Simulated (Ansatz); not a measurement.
Geometry optimisation, RKS PBE-D4/def2-SVP in Ansatz.

input.yaml

```yaml
crystal:
  periodic: [false, false, false]
  atoms:
    - { symbol: B, position_ang: [-0.49703, 1.68057, -0.3441] }
    - { symbol: Al, position_ang: [-0.19349, -0.36785, -0.43089] }
    - { symbol: "N", position_ang: [0.72118, -1.2493, 0.82629] }
    - { symbol: Cl, position_ang: [-0.90426, -1.56094, -1.92902] }
    - { symbol: H, position_ang: [-1.01291, 2.30271, -1.19835] }
    - { symbol: H, position_ang: [-0.1548, 2.30912, 0.58731] }
    - { symbol: H, position_ang: [1.15872, -0.864, 1.65309] }
    - { symbol: H, position_ang: [0.88259, -2.25031, 0.83567] }
basis:
  gaussian: { orbitals: def2-SVP }
hamiltonian:
  xc: pbe
  dispersion: d4
relax:
  f_tol: 0.015
  max_steps: 40
```

Launched with:

```bash
$ ansatz run input.yaml --threads 1 --pin off --max-ram 2048MiB --backend cpu --events-out ev --progress --plain --runs-dir out
```

Q: Where does it end, and by what steps?

A: It converged. The force dipped under the threshold on the way, but the program's further checks kept it going. After 38 steps the energy has fallen by 0.163 eV; H6 moved furthest, 1.18 Å.

| step | energy less start (eV) | largest force component (eV/Å) | accepted |
| --- | --- | --- | --- |
| 0 | 0.0000 | 1.229 | yes |
| 2 | -0.1407 | 0.314 | yes |
| 4 | -0.1453 | 0.074 | yes |
| 6 | -0.1459 | 0.048 | yes |
| 8 | -0.1402 | 0.406 | no |
| 10 | -0.1474 | 0.019 | yes |
| 12 | -0.1488 | 0.084 | yes |
| 14 | -0.1510 | 0.010 | yes |
| 16 | -0.1527 | 0.146 | yes |
| 18 | -0.1552 | 0.033 | yes |
| 20 | -0.1562 | 0.167 | yes |
| 22 | -0.1581 | 0.123 | yes |
| 24 | -0.1587 | 0.152 | no |
| 26 | -0.1598 | 0.056 | no |
| 28 | -0.1609 | 0.057 | yes |
| 30 | -0.1615 | 0.076 | yes |
| 32 | -0.1618 | 0.046 | yes |
| 34 | -0.1624 | 0.037 | yes |
| 36 | -0.1627 | 0.028 | yes |
| 38 | -0.1628 | 0.013 | yes |

```xyz
8
Properties=species:S:1:pos:R:3
B -0.527 1.713 -0.324
Al -0.234 -0.385 -0.287
N 0.891 -1.288 0.758
Cl -1.387 -1.574 -1.635
H 0.053 2.437 -1.116
H -1.318 2.283 0.410
H 1.507 -0.882 1.467
H 1.015 -2.304 0.728
```

Whether the end is a true minimum wasn't checked by a vibrational analysis.

The run took 70 s on 1 CPU thread of a shared host.
